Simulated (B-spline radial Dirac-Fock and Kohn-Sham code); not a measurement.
# K-line shifts caused by a second vacancy in Fe⁷⁺

System: Fe⁷⁺, [Ar] 3d1.

Calculated with a radial finite-basis atomic code, using Dirac-Fock ΔSCF + Breit + QED. Each two-hole energy is an average over J within one jj subconfiguration, not an observable level; in light atoms, where LS coupling holds, the j-resolved values are not observed lines, and for a K spectator the Kα1 hypersatellite is nearly forbidden. Electron correlation is not included.

Lines without a spectator: Kα2 (K-L2) 6386.3 eV, Kα1 (K-L3) 6398.5 eV, Kβ3 (K-M2) 7076.4 eV, Kβ1 (K-M3) 7078.3 eV. Shifts in eV with one spectator hole (a dash: not computed, or left out as unreliable):

```
spectator hole     Kα2     Kα1     Kβ3     Kβ1
    L2 (2p1/2)  +25.34   +31.1       –   +75.4
    L3 (2p3/2)  +28.98  +27.75   +73.1       –
    M2 (3p1/2)       –   +2.95   +9.72  +11.48
    M3 (3p3/2)   +2.71       –  +11.07  +10.61
```

Q: Where does the K-L3 hypersatellite lie, emitted when both K electrons are missing?

A: +274.8 eV from the normal line, at 6673.3 eV. Removing both K electrons costs 14950.2 eV, which is 384.4 eV more than twice the K binding energy. In light atoms the observed hypersatellite is the ¹S₀ → ¹P₁ component, which lies below this average, and the triplet component is nearly forbidden.

With n spectator holes in 2p, averaged over the 2p shell (energies in eV):

| n | KαLⁿ | step | hypersatellite KαʰLⁿ |
| --- | --- | --- | --- |
| 0 | 6394.4 | – | 6668.5 |
| 1 | 6423.2 | +28.8 | 6698.7 |
| 2 | 6453.3 | +30.2 | 6730.2 |
| 3 | 6484.9 | +31.5 | 6763.1 |
| 4 | 6517.7 | +32.9 | 6797.3 |
| 5 | 6552.0 | +34.2 | 6832.8 |
